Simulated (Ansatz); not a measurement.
`[SH][SnH2][SH]` + H₂O → `[OH][SnH2][SH]` + H₂S  (formal hydrolysis of the Sn–S bond)

Gas-phase electronic energies from Ansatz, PBE0-D4/def2-TZVP geometries. CCSD(T)/CBS is the MP2 limit (def2-TZVPP, def2-QZVPP) plus CCSD(T) − MP2 in def2-TZVPP, frozen cores. This one scheme is used for every species. DFT in def2-TZVPP. Elements past krypton have def2 core potentials. For Sn outer-core shells are correlated without core-valence functions, which leaves a few kJ/mol of doubt a bond. One conformer a species, not always the lowest.

| level | ΔE (kJ/mol) |
| --- | --- |
| ωB97M-V | 37.2 |
| MP2/def2-SVP | 33.0 |

(1) What does CCSD(T)/CBS give? (An estimate is asked.)

Largest T1 diagnostic among the species: 0.013.

Results:

(1) Computed: +40.7 kJ/mol. The listed levels differ from it by -3.5, -7.7 kJ/mol.

At CCSD(T), def2-SVP lies −7.6 kJ/mol from the extrapolated value and def2-TZVPP −4.2 kJ/mol. From r2SCAN to r2SCAN0 (25 % exact exchange), in def2-TZVPP and without D4, ΔE moves by +5.1 kJ/mol.
